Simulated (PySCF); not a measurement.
Relaxation of triplet Ge₂H₄

Level of theory: UPBE0/[Ge def2-TZVP, H def2-TZVP], no relativity, density fitting, PySCF. A (50,194) grid was used.

A start displaced from a saddle point along its imaginary mode, of C2h symmetry, held to at least that symmetry:

```xyz
6
charge 0 multiplicity 3, angstrom
Ge    1.2583    0.0000    0.0037
Ge   -1.2583    0.0000   -0.0037
H     0.0000    1.1615    0.0000
H     0.0000   -1.1615    0.0000
H     2.8332    0.0000   -0.1200
H    -2.8332    0.0000    0.1200
```

Optimiser trace:
| step | E − E(last) (kJ/mol) | largest gradient (Eh/bohr) |
| --- | --- | --- |
| 0 | 55.93 | 0.02497 |
| 1 | 15.57 | 0.02665 |
| 2 | 6.46 | 0.01174 |
| 3 | 3.46 | 0.00790 |
| 4 | 0.86 | 0.00314 |
| 5 | 0.24 | 0.00239 |
| 6 | 0.01 | 0.00065 |
| 7 | 0.00 | 0.00014 |
| 8 | 0.00 | 0.00002 |

It ends at C2h with Ge–H 1.589 Å (×2), Ge–H 1.794 Å (×4); Ge–H–Ge 105.6° (×2), H–Ge–H 74.4° (×2), H–Ge–H 139.8° (×4). A frequency run shows 3 imaginary modes, down to 1323i cm⁻¹, so it is a higher-order saddle point.

At this level a singlet minimum of C2h symmetry lies 408 kJ/mol below this structure.

The relaxation took 24 s on 4 threads of a shared Arm Neoverse V2 host, with 120 basis functions and 9 gradients; the process peaked at 1.7 GiB. Launch command: `OMP_NUM_THREADS=4 python axn.py task.json out`.
